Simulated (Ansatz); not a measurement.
The cluster NbS₂⁻. Charge -1, multiplicity 1. Geometry B3LYP-D4/def2-TZVPD, that of the charge -1 singlet.

Cartesian coordinates in Å:
```
Nb -0.303 0.632 -0.400
S -1.525 -0.943 0.481
S 1.829 0.311 -0.081
```

In the def2 sets Nb takes a core potential; there is no spin–orbit coupling. At PBE-D4/def2-TZVPD, r2SCAN-D4/def2-TZVPD, PBE0-D4/def2-TZVPD the unrestricted singlet has broken spin symmetry (⟨S²⟩ up to 0.91). At PBE-D4/def2-TZVPD the highest occupied level of the charge -1 singlet lies above zero (up to 0.12 eV). Its loss leaves the charge 0 doublet, which lies 1.90 eV higher (vertical, at PBE-D4/def2-TZVPD), but this difference is unsure: the doublet is doubtful (geometry relaxed on an unsound state). At PBE0-D4/def2-TZVPD a triplet of charge -1 lies 0.17 eV below the unrestricted singlet, which stands at the restricted singlet's geometry. The structure comes from a short search, and lower isomers may exist.

(1) Estimate the orbital energies around the gap (eV) in Ansatz with PBE-D4/def2-TZVPD, r2SCAN-D4/def2-TZVPD, PBE0-D4/def2-TZVPD.

## Answers

(1) 
```
orbital  PBE-D4/def2-TZVPD  r2SCAN-D4/def2-TZVPD  PBE0-D4/def2-TZVPD
 HOMO−5              -2.75                 -2.95               -3.84
 HOMO−4              -2.38                 -2.52               -3.35
 HOMO−3              -2.22                 -2.37               -3.19
 HOMO−2              -2.00                 -2.18               -2.99
 HOMO−1              -1.25                 -1.40               -2.17
   HOMO               0.12                 -0.21               -0.94
   LUMO               1.03                  1.20                1.85
 LUMO+1               1.32                  1.68                2.31
 LUMO+2               1.97                  2.18                2.89
 LUMO+3               2.40                  2.62                3.14
 LUMO+4               2.85                  3.13                3.43
 LUMO+5               3.19                  3.71                3.56
 β HOMO               0.12                 -0.21               -0.94
 β LUMO               1.03                  1.20                1.85
```
